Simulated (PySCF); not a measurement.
Isomers of C8H10O2, mass 138.068 u with the commonest isotopes. Method: PySCF 2.14.0, PBE0-D3(BJ)/def2-SVP geometry optimisation, gas phase. One conformer each, none proved a minimum here; rigid rotors.

Task: Order these by radius of gyration √(Σ m r²/M), smallest first.
A. `[CH3:1][O:2][c:3]1[cH:4][cH:5][cH:6][cH:7][c:8]1[O:9][CH3:10]` with C1–O2–C3–C4 0°, C7–C8–O9–C10 0° (1,2-dimethoxybenzene)
B. `[CH3:1][O:2][CH2:3][c:4]1[cH:5][cH:6][c:7]([OH:8])[cH:9][cH:10]1` with C1–O2–C3–C4 69°, O2–C3–C4–C5 42°, C6–C7–O8–H 0°
C. `[CH3:1][O:2][c:3]1[cH:4][cH:5][cH:6][c:7]([CH2:8][OH:9])[cH:10]1` with C1–O2–C3–C4 -1°, C6–C7–C8–O9 30°, C7–C8–O9–H 56° (3-methoxybenzyl alcohol)

Result: A (2.207 Å), B (2.413 Å), C (2.444 Å).

Task: Order these by rotational constant C, largest first.
A. `[CH3:1][O:2][c:3]1[cH:4][cH:5][cH:6][c:7]([CH2:8][OH:9])[cH:10]1` with C1–O2–C3–C4 -1°, C6–C7–C8–O9 30°, C7–C8–O9–H 56° (3-methoxybenzyl alcohol)
B. `[CH3:1][O:2][c:3]1[cH:4][cH:5][cH:6][cH:7][c:8]1[O:9][CH3:10]` with C1–O2–C3–C4 0°, C7–C8–O9–C10 0° (1,2-dimethoxybenzene)
C. `[CH3:1][O:2][CH2:3][c:4]1[cH:5][cH:6][c:7]([OH:8])[cH:9][cH:10]1` with C1–O2–C3–C4 69°, O2–C3–C4–C5 42°, C6–C7–O8–H 0°

Result: B (754.8 MHz), C (665.3 MHz), A (619.0 MHz).

Task: Order these by dipole moment, smallest first.
A. `[CH3:1][O:2][c:3]1[cH:4][cH:5][cH:6][c:7]([CH2:8][OH:9])[cH:10]1` with C1–O2–C3–C4 -1°, C6–C7–C8–O9 30°, C7–C8–O9–H 56° (3-methoxybenzyl alcohol)
B. `[CH3:1][O:2][c:3]1[cH:4][cH:5][cH:6][cH:7][c:8]1[O:9][CH3:10]` with C1–O2–C3–C4 0°, C7–C8–O9–C10 0° (1,2-dimethoxybenzene)
C. `[CH3:1][O:2][CH2:3][c:4]1[cH:5][cH:6][c:7]([OH:8])[cH:9][cH:10]1` with C1–O2–C3–C4 69°, O2–C3–C4–C5 42°, C6–C7–O8–H 0°

Result: B (0.02 D), C (1.10 D), A (2.46 D).

```tsv
SMILES	point group	Ia (u·Å²)	Ib (u·Å²)	Ic (u·Å²)	κ	μa (D)	μb (D)	μc (D)
COc1ccccc1OC	C2v	303.65	372.39	669.55	0.32	0.00	0.02	0.01
COCc1ccc(O)cc1	C1	146.94	701.77	759.60	-0.96	0.66	0.73	0.50
COc1cccc(CO)c1	C1	149.63	683.02	816.45	-0.91	2.26	0.41	0.87
```
